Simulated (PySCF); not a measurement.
**Xe: excitation energy**

Xe [Xe] (1S) → Xe [Kr] 4d10 5s2 5p5 6s1 (3P), as a difference of total energies. Calculation: PySCF 2.14, in aug-cc-pVQZ-PP with one added diffuse shell each of s, p, d, f, g type with ECP28MDF (8s8p6d4f3g, 117 functions); a scalar-relativistic core potential. Correlated levels: valence: 4s2 4p6 4d10 frozen. The calculations carry no spin-orbit coupling.

| method | excitation energy (eV) |
| --- | --- |
| UHF | 8.038 |
| LDA | 8.576 |
| PBE | 8.403 |
| PBE0 | 8.556 |
| r2SCAN | 8.719 |
| TPSSh | 8.695 |
| B2PLYP | 8.586 |
| CAM-B3LYP | 8.626 |
| MP2 (valence) | 8.664 |
| SCS-MP2 (valence) | 8.694 |

Question: How much does correlation contribute at MP2 (valence)?

Answer: 8.664 − (8.038) = 0.626 eV, measured against UHF.

The promoted electron is Rydberg-like, and one or two diffuse shells describe it only roughly, which tends to raise the upper state.
